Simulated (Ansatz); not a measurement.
Computed with Ansatz on PBE0-D4/def2-TZVP structures; ΔE is electronic, products minus reactants. CBS: MP2 limit from def2 TZ/QZ plus the TZ coupled-cluster correction, frozen cores. def2 core potentials past Kr. For Cd, Ge outer-core shells are correlated without core-valence functions, which leaves a few kJ/mol of doubt a bond. Scalar relativity is left out up to krypton.

Consider the redistribution: `[CH3][Cd][Cl]` + `[F][GeH]([Cl])[GeH3]` → `[Cl][Cd][Cl]` + `[CH3][GeH]([F])[GeH3]`.

```
         level  ΔE (eV)
MP2/def2-TZVPP    -0.25
 HF/def2-QZVPP    -0.65
```

(1) What does CCSD(T)/CBS give? (Estimate.)

Largest T1 diagnostic among the species: 0.013.

Results:

(1) The calculation gave: -0.43 eV. The listed levels differ from it by 0.18, -0.22 eV.

From PBE to PBE0 (25 % exact exchange), in def2-TZVPP and without D4, ΔE moves by −0.10 eV. In def2-TZVPP, CCSD(T) changes the Hartree–Fock value by +0.30 eV (the triples alone add +0.05 eV) and MP2 by +0.39 eV.
